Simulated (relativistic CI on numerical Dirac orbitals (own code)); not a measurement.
Electric-dipole lines of Pm46+

Calculated at this level of theory: Dirac-Coulomb-Breit CI, orbitals from a KLI potential per configuration, model QED, unscaled Slater integrals (own radial code, finite nucleus).

Configuration list (outside the closed core [Ne]): 3s2 3p3, 3s 3p4, 3s2 3p2 3d, 3p5, 3s 3p3 3d, 3p4 3d, 3s 3p2 3d2, 3s2 3p 3d 4p, 3p4 4s, 3s 3p2 3d 4s, 3p4 4p, 3s2 3p2 4s, 3s2 3p2 4p, 3p3 3d 4p, 3s2 3p2 4d, 3s 3p3 4s, 3s2 3p2 4f, 3s 3p3 4p, 3s 3p3 4d, 3s 3p3 4f, 3s2 3p2 5s, 3s2 3p2 5p, 3s2 3p 4s 4p, 3s2 3p2 5d, 3s2 3p2 5f, 3s2 3p2 5g, 3s 3p2 4s2, 3s 3p3 5s, 3s2 3p 3d2, 3s2 3d3, 3s 3p 3d3, 3s2 3d2 4s, 3s2 3d2 4p, 3s2 3d2 4d, 3p3 3d2, 3p2 3d3, 3p2 3d2 4s, 3p2 3d2 4p, 3p2 3d2 4d, 3s2 3p 3d 4s, 3s 3p 3d2 4s, 3s2 3d 4s2, 3s2 3d 4s 4p, 3s2 3d 4s 4d, 3s 3p2 3d 4p, 3s 3p 3d2 4p, 3s 3p 3d 4s 4p, 3s 3p 3d 4p2, 3s 3p 3d 4p 4d, 3p3 3d 4s, 3p2 3d 4s2, 3p2 3d 4s 4p, 3p2 3d 4s 4d, 3s2 3p 4s2, 3s 3p 3d 4s2, 3s2 4s2 4p, 3s2 4s2 4d, 3s2 3p 4p2, 3s2 3d 4p2, 3s2 4s 4p2, 3s2 4p3, 3s2 4p2 4d, 3s 3p2 4s 4p, 3s 3p 4s2 4p, 3s 3p 4s 4p2, 3s 3p 4s 4p 4d. Double excitations out of closed p, d and f shells are left out; levels of such configurations are missing from the list, as are those of other unlisted configurations, and high levels can miss mixing partners. These lack a partner that the ground configuration has and come out too high: 3s2 3p2 4f, 3s 3p3 4d, 3s 3p3 4f, 3s2 3p2 5s, 3s2 3p2 5p.

```tsv
λ vac (nm)	Lower	Upper	A (s⁻¹)	gf	Branching (%)
3.5078	3s2 3p2 3d 2G_7/2 [14]	3s2 3p 3d2 2G°_7/2 [121]	8.17e+11	1.21e+00	51.5
3.5081	3s2 3p2 3d 2D_3/2 [5]	3s2 3p 3d2 4F°_3/2 [59]	1.16e+12	8.58e-01	96.2
3.5135	3s2 3p2 3d 2D_5/2 [6]	3s2 3p 3d2 2P°_3/2 [69]	1.34e+12	9.95e-01	94.1
3.5177	3s2 3p2 3d 4D_7/2 [15]	3s2 3p 3d2 4P°_5/2 [139]	1.09e+12	1.22e+00	94.9
3.5538	3s2 3p3 2P°_3/2 [1]	3s2 3p2 3d 2P_1/2 [19]	1.16e+12	4.41e-01	99.7
3.5568	3s2 3p3 2P°_3/2 [1]	3s2 3p2 3d 2D_3/2 [18]	1.56e+12	1.19e+00	99.8
3.5783	3s2 3p3 4S°_3/2 [2]	3s2 3p2 3d 2D_3/2 [40]	7.61e+11	5.85e-01	59.5
3.5814	3s2 3p2 3d 2D_5/2 [6]	3s2 3p 3d2 4D°_5/2 [66]	1.17e+12	1.35e+00	93.6
3.6168	3s2 3p2 3d 2D_5/2 [6]	3s2 3p 3d2 4D°_7/2 [65]	5.02e+11	7.88e-01	87.2
3.6270	3s2 3p3 2P°_3/2 [1]	3s2 3p2 3d 2D_5/2 [16]	8.93e+11	1.06e+00	99.1
3.6431	3s2 3p3 2P°_1/2 [4]	3s2 3p2 3d 2D_3/2 [48]	8.46e+11	6.73e-01	95.3
3.6865	3s 3p4 4P_5/2 [7]	3s 3p3 3d 4P°_5/2 [81]	6.99e+11	8.54e-01	76.2
3.6909	3s2 3p3 2D°_5/2 [3]	3s2 3p2 3d 2F_7/2 [39]	6.62e+11	1.08e+00	100.0
3.7012	3s2 3p3 2D°_5/2 [3]	3s2 3p2 3d 2D_5/2 [38]	6.24e+11	7.69e-01	65.8
3.7316	3s2 3p2 3d 2G_9/2 [21]	3s2 3p 3d2 4G°_9/2 [130]	8.68e+11	1.81e+00	78.6
4.1990	3s2 3p3 2D°_5/2 [3]	3s 3p4 2P_3/2 [30]	5.67e+11	6.00e-01	74.2
4.4729	3s2 3p3 2D°_5/2 [3]	3s 3p4 2D_5/2 [27]	3.36e+11	6.04e-01	96.3
5.1027	3s2 3p3 2P°_3/2 [10]	3s2 3p2 3d 2D_5/2 [56]	4.81e+11	1.13e+00	98.6
5.1286	3s2 3p3 4S°_3/2 [2]	3s2 3p2 3d 2D_5/2 [23]	3.40e+11	8.05e-01	82.8
5.3776	3s2 3p3 2D°_5/2 [3]	3s2 3p2 3d 2F_7/2 [22]	2.02e+11	7.01e-01	100.0
```

Terms are leading LS components. Brackets give the number of a level in order of energy, since labels repeat. The list gives strong lines, with weight on those to low levels, without lines whose two gauges differ by over a factor of 2.5, among the lowest 400 of 7833 levels, so that lines to higher ones, which can be the strongest, are missing. Levels whose partners in the same complex of configurations lie outside the list can be far off, and so can their lines. Rates are taken at the computed energies, electric ones in the length gauge.

At this charge energies of transitions that change n are usually good to better than 1 %, and those within a shell (Δn = 0) to a few per cent.

LS names give the leading component of a level, which can be under half, so a name can repeat, a term be missing and a line seem to break the LS rules.
